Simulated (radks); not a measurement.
Species: the strontium ion Sr3+. Configuration: [Ar] 3d10 4s2 4p5. All-electron calculation, Dirac Kohn-Sham, PBE, spin-unpolarised, spherical densities, finite nucleus; open shells fill j = l - 1/2 first; Fermi nuclear charge, rms radius 4.224 fm. Program: a radial shooting solver on a logarithmic mesh with Libxc functionals.

Normalised radial functions P(r) = r R(r) (large component), r in bohr:

r	3p1/2	3d5/2
0.003283	0.0106	0.0000
0.004274	0.0162	0.0001
0.005521	0.0246	0.0002
0.00719	0.0379	0.0004
0.009362	0.0585	0.0008
0.01209	0.0888	0.0016
0.01575	0.1353	0.0034
0.0205	0.2029	0.0071
0.02649	0.2938	0.0142
0.03449	0.4167	0.0284
0.04491	0.5641	0.0554
0.05801	0.7117	0.1026
0.07554	0.8262	0.1860
0.09758	0.8352	0.3153
0.1271	0.6589	0.5110
0.1654	0.2407	0.7678
0.2137	-0.3617	1.0452
0.2783	-1.0228	1.2942
0.3624	-1.4728	1.4168
0.4681	-1.5242	1.3508
0.6095	-1.1994	1.0984
0.7936	-0.7109	0.7437
1.025	-0.3169	0.4156
1.335	-0.0955	0.1770
1.724	-0.0192	0.0566
2.245	-0.0021	0.0116
2.924	-0.0001	0.0014
3.777	0.0000	0.0001
4.918	0.0000	0.0000

3p1/2: eigenvalue -293.35 eV, 1 radial node at r = 0.185 bohr, <r> = 0.491 bohr, 90 % of the charge inside 0.746 bohr. 3d5/2: eigenvalue -157.38 eV, 0 radial nodes, <r> = 0.499 bohr, 90 % of the charge inside 0.808 bohr.
